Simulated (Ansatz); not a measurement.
`C[S][GeH]([F])[F]` and `C[O][GeH]([F])[F]` differ in one element.

Ansatz, PBE0-D4/def2-TZVP geometries, multiplicity 1. Each molecule was computed in one conformer, which needn't be the lowest.

Scalar relativity is left out up to krypton.

| property | `C[S][GeH]([F])[F]` |
| --- | --- |
| LUMO energy (ωB97M-V/def2-TZVPP) / eV | 1.34 |
| LUMO energy (B3LYP/def2-TZVPP) / eV | -0.84 |
| LUMO energy (PBE/def2-TZVPP) / eV | -1.48 |
| HOMO energy (B3LYP/def2-TZVPP) / eV | -7.41 |
| HOMO–LUMO gap (PBE0/def2-TZVPP) / eV | 7.09 |
| LUMO energy (PBE0/def2-TZVPP) / eV | -0.56 |

Question: Give the same properties after the change, and the shifts. (An estimate is asked.)

Answer: Ansatz gave: 
```json
{"property": "LUMO energy (ωB97M-V/def2-TZVPP) / eV", "`C[O][GeH]([F])[F]`": "2.08", "shift": "0.74"}
{"property": "LUMO energy (B3LYP/def2-TZVPP) / eV", "`C[O][GeH]([F])[F]`": "-0.31", "shift": "0.53"}
{"property": "LUMO energy (PBE/def2-TZVPP) / eV", "`C[O][GeH]([F])[F]`": "-1.02", "shift": "0.46"}
{"property": "HOMO energy (B3LYP/def2-TZVPP) / eV", "`C[O][GeH]([F])[F]`": "-8.59", "shift": "-1.18"}
{"property": "HOMO–LUMO gap (PBE0/def2-TZVPP) / eV", "`C[O][GeH]([F])[F]`": "8.93", "shift": "1.84"}
{"property": "LUMO energy (PBE0/def2-TZVPP) / eV", "`C[O][GeH]([F])[F]`": "0.09", "shift": "0.65"}
```

With PBE0 the HOMO falls by 1.19 eV and the LUMO rises by 0.65 eV, so the gap widens by about 1.84 eV. PBE moves the HOMO by -0.81 eV and ωB97M-V by -1.41 eV.

B3LYP here is the variant with VWN-RPA as its local correlation; programs differ in this.
